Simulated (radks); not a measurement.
Ir, 77 electrons, occupied as [Xe] 4f13 5d8 6s2 (not the ground configuration). Method: Dirac Kohn-Sham, PBEsol, spin-unpolarised, spherical densities, finite nucleus; open shells fill j = l - 1/2 first; Fermi nuclear charge, rms radius 5.4032 fm; computed with a radial shooting solver on a logarithmic mesh with Libxc functionals. Some entries of the table are withheld. Estimate them.

| orbital | occ. | eigenvalue (hartree) | r(max) (bohr) |
|---|---|---|---|
| 1s1/2 | 2 | -2791.719 | 0.01082 |
| 2s1/2 | 2 | -488.4109 | 0.06253 |
| 2p1/2 | 2 | -468.0455 | 0.04621 |
| 2p3/2 | 4 | -408.2767 | 0.05337 |
| 3s1/2 | 2 | -114.6188 | 0.1760 |
| 3p1/2 | 2 | -105.4588 | 0.1644 |
| 3p3/2 | 4 | -92.37540 | 0.1790 |
| 3d3/2 | 4 | -77.01245 | 0.1397 |
| 3d5/2 | 6 | -74.18495 | 0.1438 |
| 4s1/2 | 2 | -24.76617 | 0.3975 |
| 4p1/2 | 2 | (1) | 0.3961 |
| 4p3/2 | 4 | (2) | 0.4263 |
| 4d3/2 | 4 | -11.41161 | 0.4202 |
| 4d5/2 | 6 | -10.82976 | 0.4296 |
| 5s1/2 | 2 | -3.73193 | 0.8835 |
| 4f5/2 | 6 | (3) | (4) |
| 4f7/2 | 7 | (5) | (6) |
| 5p1/2 | 2 | -2.49156 | (7) |
| 5p3/2 | 4 | -1.96649 | (8) |
| 5d3/2 | 4 | (9) | 1.242 |
| 5d5/2 | 4 | (10) | 1.282 |
| 6s1/2 | 2 | -0.23492 | 2.362 |

Answer. 
(1) 4p1/2 eigenvalue (hartree): -20.89458
(2) 4p3/2 eigenvalue (hartree): -17.77615
(3) 4f5/2 eigenvalue (hartree): -2.72431
(4) 4f5/2 r(max) (bohr): 0.3896
(5) 4f7/2 eigenvalue (hartree): -2.60565
(6) 4f7/2 r(max) (bohr): 0.3942
(7) 5p1/2 r(max) (bohr): 0.9356
(8) 5p3/2 r(max) (bohr): 1.014
(9) 5d3/2 eigenvalue (hartree): -0.32919
(10) 5d5/2 eigenvalue (hartree): -0.27910
